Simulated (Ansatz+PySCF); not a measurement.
**singlet H₄ in separate pieces: levels of theory in one basis**

```yaml
atoms:
  - { symbol: H, position_ang: [0.0000, 0.0000, -0.3804] }
  - { symbol: H, position_ang: [0.0000, 0.0000, 0.3804] }
  - { symbol: H, position_ang: [29.9392, -0.3691, -0.0693] }
  - { symbol: H, position_ang: [30.0608, 0.3691, 0.0693] }
```

Basis set: cc-pVDZ (spherical functions). All electrons are correlated. Charge 0, multiplicity 1.

Computed with Ansatz (development build ahead of 0.2.0); each method stands on the lowest determinant of its kind that the runs found. NEVPT2 correlates all electrons. Active spaces start from the frontier orbitals, and the lowest solution found is given.

```
                            method  E − E(RHF) (eV)  <S²> of the determinant
                               RHF             0.00                     0.00
                           RHF-MP2            -1.45                        –
                          RHF-CCSD            -1.91                        –
                       RHF-CCSD(T)            -1.91                        –
full CI (lowest root of this spin)            -1.91                        –
                       CASSCF(2,2)            -0.51                        –
                    SC-NEVPT2(4,4)            -1.60                        –
                    SC-NEVPT2(2,2)            -1.52                        –
```

(1) What does CASSCF(4,4) give on the same scale?

(2) Is a single determinant a sound starting point here?

Answers

(1) -1.02 eV.

(2) By this sign, yes. Unrestricted orbitals gain 0.00 eV and <S²> is 0.00 against 0.00 for a pure state. The CASSCF(4,4) natural occupations are 1.97, 1.97, 0.03, 0.03. The CASSCF(2,2) natural occupations are 1.97, 0.03.

Caution for CASSCF(2,2), SC-NEVPT2(2,2): other starts end on other solutions of this active space.
